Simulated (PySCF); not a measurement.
**Fractional electron number in Kr+ (krypton, charge +1)**

The 4p beta orbital of [Ar] 3d10 4s2 4p5 is emptied in steps (occupation f), with all orbitals relaxed, ending at [Ar] 3d10 4s2 4p4. Computed with PySCF 2.14 in aug-pcseg-2, with no relativity, point nucleus. The exact energy is a straight line in f; departures are measured from the line between the end points of the same method.

```csv
f,UHF (eV),LDA (eV),PBE (eV),PBE0 (eV),r2SCAN (eV),LC-wPBE (eV),BHandHLYP (eV),wB97X (eV),BLYP (eV),B3LYP (eV)
1,0.000,0.000,0.000,0.000,0.000,0.000,0.000,0.000,0.000,0.000
0.8,0.152,-0.872,-0.842,-0.597,-0.789,-0.133,-0.370,-0.208,-0.857,-0.664
0.6,0.223,-1.311,-1.262,-0.894,-1.171,-0.198,-0.558,-0.320,-1.288,-0.998
0.4,0.218,-1.313,-1.260,-0.892,-1.154,-0.195,-0.562,-0.330,-1.291,-1.000
0.2,0.143,-0.876,-0.838,-0.592,-0.755,-0.127,-0.378,-0.231,-0.862,-0.667
0,0.000,0.000,0.000,0.000,0.000,0.000,0.000,0.000,0.000,0.000
```

```json
{"method": "UHF", "E(f=0) − E(f=1) (eV)": "23.242", "−ε at f=1 (eV)": "24.213", "−ε at f=0.4 (eV)": "23.038"}
{"method": "LDA", "E(f=0) − E(f=1) (eV)": "24.620", "−ε at f=1 (eV)": "19.186", "−ε at f=0.4 (eV)": "25.707"}
{"method": "PBE", "E(f=0) − E(f=1) (eV)": "24.323", "−ε at f=1 (eV)": "19.064", "−ε at f=0.4 (eV)": "25.386"}
{"method": "PBE0", "E(f=0) − E(f=1) (eV)": "24.363", "−ε at f=1 (eV)": "20.626", "−ε at f=0.4 (eV)": "25.123"}
{"method": "r2SCAN", "E(f=0) − E(f=1) (eV)": "24.439", "−ε at f=1 (eV)": "19.476", "−ε at f=0.4 (eV)": "25.500"}
{"method": "LC-wPBE", "E(f=0) − E(f=1) (eV)": "24.466", "−ε at f=1 (eV)": "23.626", "−ε at f=0.4 (eV)": "24.645"}
{"method": "BHandHLYP", "E(f=0) − E(f=1) (eV)": "24.319", "−ε at f=1 (eV)": "22.019", "−ε at f=0.4 (eV)": "24.767"}
{"method": "wB97X", "E(f=0) − E(f=1) (eV)": "24.374", "−ε at f=1 (eV)": "23.100", "−ε at f=0.4 (eV)": "24.585"}
{"method": "BLYP", "E(f=0) − E(f=1) (eV)": "24.252", "−ε at f=1 (eV)": "18.911", "−ε at f=0.4 (eV)": "25.317"}
{"method": "B3LYP", "E(f=0) − E(f=1) (eV)": "24.463", "−ε at f=1 (eV)": "20.323", "−ε at f=0.4 (eV)": "25.288"}
```

Orbital energy along the path (eV):

| f | UHF | LDA | PBE | PBE0 | r2SCAN | LC-wPBE | BHandHLYP | wB97X | BLYP | B3LYP |
| --- | --- | --- | --- | --- | --- | --- | --- | --- | --- | --- |
| 1 | -24.213 | -19.186 | -19.064 | -20.626 | -19.476 | -23.626 | -22.019 | -23.100 | -18.911 | -20.323 |
| 0.8 | -23.795 | -21.338 | -21.166 | -22.127 | -21.514 | -23.972 | -22.922 | -23.573 | -21.028 | -21.967 |
| 0.6 | -23.404 | -23.514 | -23.277 | -23.629 | -23.536 | -24.314 | -23.837 | -24.063 | -23.165 | -23.623 |
| 0.4 | -23.038 | -25.707 | -25.386 | -25.123 | -25.500 | -24.645 | -24.767 | -24.585 | -25.317 | -25.288 |
| 0.2 | -22.694 | -27.905 | -27.478 | -26.597 | -27.342 | -24.958 | -25.717 | -25.176 | -27.479 | -26.962 |
| 0 | -22.368 | -30.095 | -29.543 | -28.045 | -29.075 | -25.238 | -26.704 | -25.911 | -29.645 | -28.640 |

Reference removal energy between the ground levels: 24.360 eV (measured; NIST Atomic Spectra Database, ionization energies). The calculation has no spin-orbit coupling. UHF lacks correlation.
